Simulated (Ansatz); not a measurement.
`[CH3][Ta](=[O])([Cl])[Cl]` + H–F → `[CH3][Ta](=[O])([F])[Cl]` + HCl  (ligand exchange at a Ta–Cl bond)

Calculated with Ansatz (gas phase, PBE0-D4/def2-TZVP geometries, no zero-point term in ΔE). CBS: MP2 limit from def2 TZ/QZ plus the TZ coupled-cluster correction, frozen cores. This one scheme is used for every species. DFT in def2-TZVPP. B3LYP here is the variant with VWN-RPA as its local correlation; programs differ in this. HSE06 is defined as in plane-wave codes. Elements past krypton have def2 core potentials. For Ta outer-core shells are correlated without core-valence functions, which leaves a few kJ/mol of doubt a bond.

(1) Is it downhill or uphill in electronic energy at CCSD(T)/CBS, and by how much? (An estimate is asked.)

(2) What do these levels give: B3LYP-D4, HSE06-D4, ωB97M-V, B2PLYP, B3LYP, CAM-B3LYP, RPA@PBE/def2-TZVPP, CCSD/def2-SVP, CCSD(T)/def2-SVP, CCSD(T)/def2-TZVPP, MP2/def2-QZVPP, MP2/CBS(def2)? (Best estimate.)

Largest T1 diagnostic among the species: 0.019.

Answers

(1) The calculation gave: Downhill: ΔE = -5.1 kJ/mol.

(2) Ansatz gave: B3LYP-D4 -16.2, HSE06-D4 -8.9, ωB97M-V -17.2, B2PLYP -14.1, B3LYP -21.9, CAM-B3LYP -26.5, RPA@PBE/def2-TZVPP -13.8, CCSD/def2-SVP -24.5, CCSD(T)/def2-SVP -22.9, CCSD(T)/def2-TZVPP -9.1, MP2/def2-QZVPP 5.4, MP2/CBS(def2) 7.2 kJ/mol.

At CCSD(T), def2-SVP lies −17.8 kJ/mol from the extrapolated value and def2-TZVPP −4.0 kJ/mol. In def2-TZVPP, CCSD(T) changes the Hartree–Fock value by +9.5 kJ/mol (the triples alone add +3.1 kJ/mol) and MP2 by +21.8 kJ/mol. Leaving LDA and LC-ωPBE aside and taking each functional with its dispersion term where it has one, the values, not all of them listed here, spread over 18.5 kJ/mol, from CAM-B3LYP-D4 to PBE-QIDH. LDA lies +3.6 kJ/mol from PBE without D4.
